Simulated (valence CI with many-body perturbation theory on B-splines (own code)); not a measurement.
## Forbidden lines of Tb²⁶⁺

Method: relativistic CI+MBPT: three valence electrons over a frozen Dirac-Fock core [Kr], radial functions for each j: 7 s, 7 p, 8 d, 6 f, 4 g, 1 h, with the one-electron correlation potential Σ1, the two-electron term Σ2, the three-electron term Σ3, Breit, model QED; selected CI, second order for the rest, scaled by the run's own slope (own B-spline code, finite nucleus).

No measured spectrum was set against this ion. As an estimate, large intervals hold to a few tenths of a per cent, small ones and those within an open d or f shell to about a per cent. The list stops below the first excitations out of the core.

Lines 51 to 66 of 66 in falling wavelength, among levels below 788510 cm⁻¹, chosen from the decays that carry over 1 % of a level's rate. Wavelengths and rates use the calculated energies. S is in atomic units (e²a₀⁴ for E2 and M2, e²a₀⁶ for E3), for M1 in squared Bohr magnetons. Weak lines are less certain than strong ones. Lines between different terms over intervals too small for the method are left out, as are lines whose strength nearly cancels. The highest levels of a list are the least certain.

Levels are named by their leading jj configuration (3d3/2^4 stands for four electrons in 3d with j = 3/2), which in mixed levels can hold well under half, so a name can repeat and another be missing. Letters in brackets count levels of one name in rising energy.

```
λ vac (nm)                      Upper                      Lower  Type   A (s⁻¹)  S (a.u.)
     80.67  (4d3/2 4d5/2^2) J=5/2 [b]  (4d3/2^2 4d5/2) J=5/2 [a]    M1  2.35e+02  2.74e-02
     76.40            (4d5/2^3) J=3/2  (4d3/2^2 4d5/2) J=5/2 [b]    M1  2.13e+02  1.41e-02
     76.17  (4d3/2 4d5/2^2) J=7/2 [b]  (4d3/2^2 4d5/2) J=5/2 [a]    M1  3.79e+02  4.97e-02
     74.12            (4d5/2^3) J=9/2      (4d3/2^2 4d5/2) J=7/2    M1  2.63e+02  3.97e-02
     69.80  (4d3/2 4d5/2^2) J=3/2 [b]      (4d3/2^2 4d5/2) J=3/2    M1  1.05e+03  5.32e-02
     69.53            (4d5/2^3) J=5/2  (4d3/2 4d5/2^2) J=7/2 [a]    M1  3.07e+03  2.29e-01
     68.19  (4d3/2 4d5/2^2) J=3/2 [a]            (4d3/2^3) J=3/2    M1  4.79e+02  2.25e-02
     66.91            (4d5/2^3) J=5/2  (4d3/2^2 4d5/2) J=5/2 [b]    M1  1.79e+03  1.19e-01
     65.30      (4d3/2 4d5/2^2) J=1/2            (4d3/2^3) J=3/2    M1  1.26e+02  2.60e-03
     61.86  (4d3/2 4d5/2^2) J=3/2 [b]  (4d3/2^2 4d5/2) J=5/2 [a]    M1  2.27e+03  7.96e-02
     60.51  (4d3/2 4d5/2^2) J=5/2 [a]            (4d3/2^3) J=3/2    M1  3.15e+02  1.55e-02
     58.14            (4d5/2^3) J=3/2      (4d3/2^2 4d5/2) J=1/2    M1  3.09e+02  9.00e-03
     57.33  (4d3/2 4d5/2^2) J=5/2 [b]            (4d3/2^3) J=3/2    M1  1.50e+02  6.27e-03
     54.65            (4d5/2^3) J=3/2      (4d3/2^2 4d5/2) J=3/2    M1  5.80e+02  1.40e-02
     50.47            (4d5/2^3) J=5/2      (4d3/2^2 4d5/2) J=7/2    M1  3.57e+02  1.02e-02
     49.67            (4d5/2^3) J=3/2  (4d3/2^2 4d5/2) J=5/2 [a]    M1  4.80e+02  8.73e-03
```
